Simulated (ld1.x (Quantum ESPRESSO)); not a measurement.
## arsenic (As): excitation energies, all-electron against TM semilocal

| Item | Value |
| --- | --- |
| Element | arsenic |
| Generator | ld1.x (Quantum ESPRESSO) 7.5 |
| Type | norm-conserving Troullier–Martins (semilocal form) |
| Functional | PBE |
| Relativity | scalar-relativistic |
| Frozen core | [Ar] 3d10 |
| Valence charge | 5 |
| Reference configuration | 4s2 4p2 (charge +1) |
| Partial waves | 4s (bound): rc 1.50 bohr; 4p (bound): rc 1.80 bohr; 4d channel at -0.19 Ry: rc 1.75 bohr |
| Local potential | the d channel |
| Core correction | Bessel-smoothed model core, default radius (core density twice the valence density) |

Energies are relative to the spin-unpolarised reference configuration 4s2 4p2; without spin polarisation the order of configurations can differ from experiment.

Q: Give the all-electron excitation energy and the error of the potential for: 4s2 4p3; 4s2 4p1; 4s2 4p0; 4s2 4p2.5; 4s1 4p4; 4s0 4p5; 4s1 4p0.

A:

| valence configuration | charge | ΔE all-electron (eV) | error AE − PS (meV) |
| --- | --- | --- | --- |
| 4s2 4p3 | 0 | -9.149 | 0.0 |
| 4s2 4p1 | +2 | 17.918 | -10 |
| 4s2 4p0 | +3 | 45.621 | -62 |
| 4s2 4p2.5 | +0.5 | -5.594 | +0.2 |
| 4s1 4p4 | 0 | 0.268 | -4.6 |
| 4s0 4p5 | 0 | 9.907 | -26 |
| 4s1 4p0 | +4 | 96.268 | -283 |

Levels in the configuration 4s2 4p1:

| level | all-electron (eV) | pseudo (eV) |
| --- | --- | --- |
| 4s | -33.447 | -33.479 |
| 4p | -22.668 | -22.689 |
